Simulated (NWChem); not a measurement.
System: CBr2F2; SMILES FC(F)(Br)Br

Computed with NWChem. Medium grid unless said otherwise, to which SCAN and Minnesota functionals are sensitive. Coordinates come from a PBE0/def2-SVP optimisation. Hybrids' shares of exact exchange are those that their runs print; pure functionals count as 0. The functionals differ in more than this share.

```
row                                     share of exact exchange  highest occupied level (eV)
--------------------------------------  -----------------------  ---------------------------
LDA (Slater exchange, VWN5)/def2-TZVPD                     0.00                        -7.46
PBE/def2-TZVPD                                             0.00                        -7.29
B3LYP/def2-TZVPD                                           0.20                        -8.36
PBE0/def2-TZVPD                                            0.25                        -8.61
M06-2X/def2-TZVPD                                          0.54                        -9.86
Hartree-Fock/def2-TZVPD                                    1.00                     withheld
```

Problem. Fit a straight line of the last column on the one before it, predict the withheld value, and compare with the run.

Solution. 
1. Means of the 5 shown rows: x = 0.198, y = -8.316. Slope Σ(x − x̄)(y − ȳ)/Σ(x − x̄)² = -0.9161/0.1981 = -4.625; intercept -7.400.
2. The shown rows scatter about the line by 0.065 (root mean square); the largest residual is +0.11, at PBE/def2-TZVPD.
3. At x = 1.00 (Hartree-Fock/def2-TZVPD; beyond the shown range) the line gives -12.02.
4. The run gives -11.63, +0.39 from the line, 6.0 times the scatter.
